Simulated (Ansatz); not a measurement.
Ideal-gas functions of GeH5OSi, SMILES `[SiH2][O][GeH3]` radical at 500 K and 1 bar, from an Ansatz frequency run at PBE0-D4/def2-TZVP.

Molar mass 121.74 g/mol, point group C1 (symmetry number 1), electronic degeneracy 2, moments of inertia 15.635, 234.712, 242.064 u Å². Harmonic wavenumbers (cm⁻¹, unscaled): 31, 78, 117, 519, 634, 641, 725, 778, 849, 871, 874, 920, 1033, 2138, 2161, 2168, 2188, 2191.

Use S(trans) = R[1.5 ln M + 2.5 ln T − 1.1517]; rotational temperatures θ = 24.2544 K / I; S(rot) = R[ln(√π/σ · √(T³/θAθBθC)) + 1.5]; for each mode x = 1.438777 ν̃/T, S = R[x/(eˣ − 1) − ln(1 − e⁻ˣ)] and H = RT x/(eˣ − 1); 1 cm⁻¹ = 0.0119627 kJ/mol; R = 8.31446 J/(mol·K).

**Question.** By hand: the entropy, in J/(mol·K).

**Answer.** Translation 179.5. Rotation: θ = 1.5513, 0.1033, 0.1002 K, giving 111.9. Vibration, mode by mode: 28.41, 20.75, 17.41, 5.71, 4.38, 4.31, 3.56, 3.16, 2.69, 2.56, 2.54, 2.29, 1.77, 0.13, 0.12, 0.12, 0.11, 0.11, in all 100.1. Electronic 5.8. Sum 397.3 J/(mol·K).

**Question.** By hand: H − E and G − E in kJ/mol, counted from the electronic energy.

**Answer.** Zero-point energy ½ × 18916 × 0.0119627 = 113.1; thermal vibration 22.8; translation, rotation and pV give 4 RT = 16.6. H − E = 152.5 kJ/mol, and G − E = 152.5 − 500 × 397.3/1000 = -46.2 kJ/mol.

Vibration gives 25 % of the entropy, 66.6 J/(mol·K) of it from the modes under 150 cm⁻¹: soft modes count most, and the harmonic formula is weakest for them. The sum counts one conformer and one mirror image; others add a mixing term.
